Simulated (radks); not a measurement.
Effect of the nuclear size on neutral calcium, [Ar] 4s2. Calculated with a radial shooting solver on a logarithmic mesh with Libxc functionals: Dirac Kohn-Sham, LDA (Slater exchange, Perdew-Wang correlation), spin-unpolarised, spherical densities, finite nucleus; Fermi nuclear charge, rms radius 3.4776 fm. The rms radius is varied about that value; shifts are against it.

rms radius (fm),total energy shift (eV),density at nucleus (e/bohr^3),1s1/2 shift (meV),2s1/2 shift (meV)
2.956,-0.00833,6148,-3.52,-0.276
3.2203,-0.00428,6134,-1.80,-0.141
3.4776,0,6122,0.000,0.000
3.6967,0.00389,6113,1.64,0.129
3.961,0.00890,6102,3.75,0.294

Slopes of the eigenvalues against <r^2> in GHz/fm^2, as finite differences over the two radii next to the reference (eigenvalue slopes, not the field-shift constants of lines): 1s1/2 253, 2s1/2 19.8.
